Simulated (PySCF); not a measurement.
CH3FSTe. Atoms are numbered in the order given.

```xyz
7

Te    -0.2976    -0.1436     0.6883
F     -1.6317     1.2017     0.1578
S      1.4074     0.2381    -0.9252
C      0.8769    -0.7347    -2.3903
H      0.7477    -1.7944    -2.1345
H      1.6843    -0.6298    -3.1308
H     -0.0533    -0.3245    -2.8042
```

Geometry optimised at B3LYP-D3(BJ)/def2-SVP. The def2 effective core potentials stand for the cores of Te; spin–orbit coupling is left out. Other conformers were not sampled.

These are CAM-B3LYP/def2-TZVP (PySCF) values and carry that method's errors.

ESP charges are fitted to the potential on shells at 1.4 to 2.0 van der Waals radii. Atomic charges (e):

```tsv
atom	Löwdin	ESP fit	Mulliken
Te1	0.36	0.28	(withheld)
F2	-0.36	-0.27	-0.44
S3	0.21	-0.13	(withheld)
C4	-0.54	-0.27	(withheld)
H5	0.11	0.10	0.15
H6	0.12	0.17	0.14
H7	0.11	0.13	0.16
```

**Question.** Fill in the missing entries. (An estimate is asked for; the answer gives what the named calculation found.)

**Answer.** 
- Te1, Mulliken: 0.49
- S3, Mulliken: -0.15
- C4, Mulliken: -0.35

Computed Mayer and Wiberg (Löwdin basis) orders of the bonds:
```json
[
 {"bond": "Te1–F2", "Mayer": "0.79", "Wiberg": "1.27"},
 {"bond": "Te1–S3", "Mayer": "1.29", "Wiberg": "1.65"},
 {"bond": "S3–C4", "Mayer": "1.01", "Wiberg": "1.48"},
 {"bond": "C4–H5", "Mayer": "0.96", "Wiberg": "0.95"},
 {"bond": "C4–H6", "Mayer": "0.95", "Wiberg": "0.93"},
 {"bond": "C4–H7", "Mayer": "0.96", "Wiberg": "0.94"}
]
```
